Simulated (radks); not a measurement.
Ionisation of neutral chlorine, [Ne] 3s2 3p5, to [Ne] 3s2 3p4 as the strength of local exchange is varied. Method: Dirac Kohn-Sham, Slater X-alpha exchange (alpha = 2/3 is LDA exchange), no correlation, spin-unpolarised, spherical densities, finite nucleus; open shells fill j = l - 1/2 first; Fermi nuclear charge, rms radius 3.3654 fm; computed with a radial shooting solver on a logarithmic mesh with Libxc functionals.

alpha  E(Cl) (hartree)  exchange (hartree)  IE (eV)  -e of the level emptied (eV)  <r> of it (bohr)
0.648       -458.08478           -24.61526   12.364                 7.203 (3p3/2)             1.880
0.66        -458.54082           -25.09275   12.515                 7.335 (3p3/2)             1.874
0.667       -458.80702           -25.37165   12.603                 7.413 (3p3/2)             1.871
0.69        -459.68263           -26.28991   12.895                 7.671 (3p3/2)             1.859
0.805       -464.08233           -30.92417   14.402                 9.010 (3p3/2)             1.806
0.919       -468.47935           -35.58867   15.967                10.418 (3p3/2)             1.757
0.933       -469.02177           -36.16633   16.164                10.597 (3p3/2)             1.752
0.963       -470.18590           -37.40775   16.590                10.984 (3p3/2)             1.739

NIST Atomic Spectra Database: 12.968 eV (measured). The Delta-SCF value meets it near alpha = 0.70. Spin polarisation and multiplet splitting are left out, so open shells lie too high by an amount that depends on their filling.

Beside tabulated values, note that spin-unpolarised runs miss the spin-polarisation part of the exchange energy of open shells.
